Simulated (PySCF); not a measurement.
What does the PBE0-D3(BJ)/def2-SVP structure of Mo(CH)(OMe)3, `[CH]#[Mo]([O]C)([O]C)[O]C` look like in three dimensions? (Singlet state.)

```xyz
18
C4H10MoO3 angstrom
Mo     0.0003    0.0125   -0.3658
C      0.0122   -0.0514    1.3528
H      0.0178   -0.0929    2.4477
O      1.5901   -0.8136   -0.8883
C      2.6842   -1.4188   -0.2739
H      2.5888   -1.3994    0.8261
H      3.6137   -0.8962   -0.5580
H      2.7692   -2.4689   -0.6026
O     -0.0716    1.8320   -0.7753
C     -0.1204    3.0391   -0.0808
H     -0.0997    2.8758    1.0112
H     -1.0432    3.5866   -0.3388
H      0.7403    3.6707   -0.3602
O     -1.5314   -0.9281   -0.8678
C     -2.5808   -1.5929   -0.2375
H     -2.4614   -1.5832    0.8604
H     -2.6231   -2.6417   -0.5785
H     -3.5412   -1.1129   -0.4929
```

Any rigid rotation of these coordinates is as good. Atoms count from 1 in this order. Mo1 (molybdenum bonded to C and 3 O) is distorted tetrahedral (angles from 104.8° to 113.8°). All 3 C–O bonds measure 1.393 Å. Of the pairs four or more bonds apart, C2···H11 is among the closest relative to their van der Waals radii: 2.95 Å, 102 % of the sum of Bondi's values. All 3 Mo–O bonds measure 1.866 Å.

Bonds between heavy atoms (Å): Mo1–C2 1.720, Mo1–O4 1.866, Mo1–O9 1.866, Mo1–O14 1.866, O4–C5 1.393, O9–C10 1.393, O14–C15 1.393.

Level of theory: PySCF, PBE0-D3(BJ)/def2-SVP geometry optimisation, gas phase, def2 core potentials past Kr.

No frequency check. Torsions: C2–Mo1–O4–C5 0°, C2–Mo1–O9–C10 0°, C2–Mo1–O14–C15 1°.

Hardware: Arm Neoverse V1, one thread, shared host with 32 logical CPUs at a one-minute load of 15. Cost: 4.2 min, 0.74 GiB resident at most. These figures are those of the optimisation.
